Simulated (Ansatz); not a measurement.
`CCOC(F)(F)F`. The species carries charge 0 and has multiplicity 1. The structure was optimised at the PBE0-D4/def2-TZVP level. It is one conformer, not always the lowest.

```xyz
12

C     1.188   -0.261    1.334
C     0.312    0.418    0.319
O    -0.385   -0.610   -0.404
C    -1.226   -0.194   -1.349
F    -2.212    0.579   -0.866
F    -0.620    0.525   -2.307
F    -1.777   -1.256   -1.917
H     1.737    0.490    1.905
H     1.909   -0.919    0.846
H     0.591   -0.854    2.028
H     0.902    1.009   -0.387
H    -0.421    1.073    0.798
```

Question: What is the dipole moment at B3LYP/def2-TZVPP? (Best estimate.)

Answer: Ansatz gave: 2.67 D, with components (1.71, 0.91, 1.84) D in this frame, pointing from negative to positive charge.

Question: And with PBE, r2SCAN, ωB97M-V? (Estimate.)

Answer: Computed: PBE 2.54 D, r2SCAN 2.63 D, ωB97M-V 2.66 D.

Question: Give the Mulliken charges with B3LYP, ωB97M-V, PBE in def2-TZVPP. (An estimate is asked.)

Answer: Computed: 
| atom | B3LYP | ωB97M-V | PBE |
| --- | --- | --- | --- |
| C1 | -0.23 | -0.29 | -0.24 |
| C2 | 0.00 | -0.06 | -0.03 |
| O3 | -0.26 | -0.25 | -0.20 |
| C4 | 0.57 | 0.54 | 0.41 |
| F5 | -0.19 | -0.18 | -0.15 |
| F6 | -0.19 | -0.18 | -0.15 |
| F7 | -0.16 | -0.16 | -0.12 |
| H8 | 0.08 | 0.10 | 0.08 |
| H9 | 0.09 | 0.11 | 0.09 |
| H10 | 0.09 | 0.11 | 0.09 |
| H11 | 0.10 | 0.12 | 0.10 |
| H12 | 0.10 | 0.12 | 0.10 |

B3LYP here is the variant with VWN-RPA as its local correlation; programs differ in this.
